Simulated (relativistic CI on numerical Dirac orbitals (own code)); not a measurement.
# Sb XXIII: sensitivity of the levels to the model

Base calculation: Dirac-Coulomb-Breit CI, orbitals from a KLI potential per configuration, QED by a radiative potential, unscaled Slater integrals.

CI space (outside the closed core [Ar]): 3d10 4s, 3d10 4p, 3d10 4d, 3d10 4f, 3d10 5s, 3d10 5p, 3d10 5d, 3d10 5f, 3d10 5g, 3d10 6s, 3d9 4p2, 3d10 6p, 3d10 6d, 3d9 4s2, 3d8 4s 4p2, 3d10 6f. Levels of other configurations are missing.

Variants: (1) non-relativistic limit; (2) one mean potential for all configurations. Shifts of the energy above 3d10 4s 2S_1/2, in eV, for the lowest level and the first level of each name with at least 55 % of one term (blank where a level changes its place among those of its configuration and J or its character, or is not in the variant):

```tsv
Level	Base	Δ(1)	Δ(2)
3d10 4s 2S_1/2	0.000	0.000	0.000
3d10 4p 2P°_1/2	46.945	-2.698	+0.005
3d10 4p 2P°_3/2	60.024	-15.777	+0.005
3d10 4d 2D_3/2	136.389	-16.919	-0.002
3d10 4d 2D_5/2	138.898	-19.428	-0.002
3d10 4f 2F°_5/2	219.438	-18.877	-0.029
3d10 4f 2F°_7/2	219.712	-19.151	-0.028
3d10 5s 2S_1/2	291.806	-10.232	+0.043
3d10 5p 2P°_1/2	313.446	-11.303	+0.047
3d10 5p 2P°_3/2	319.265	-17.122	+0.050
3d10 5d 2D_3/2	354.153	-17.623	+0.040
3d10 5d 2D_5/2	355.318	-18.788	+0.043
3d10 5f 2F°_5/2	390.373	-18.609	+0.039
3d10 5f 2F°_7/2	390.567	-18.802	+0.041
```

At this charge energies of transitions that change n are usually good to better than 1 %, and those within a shell (Δn = 0) to a few per cent.

Ionisation energy from the two ground configurations alone: base 691.812 eV. The NIST ASD value (semi-empirical) is 693.26 eV.

LS names give the leading component of a level, which can be under half, so a name can repeat, a term be missing and a line seem to break the LS rules.
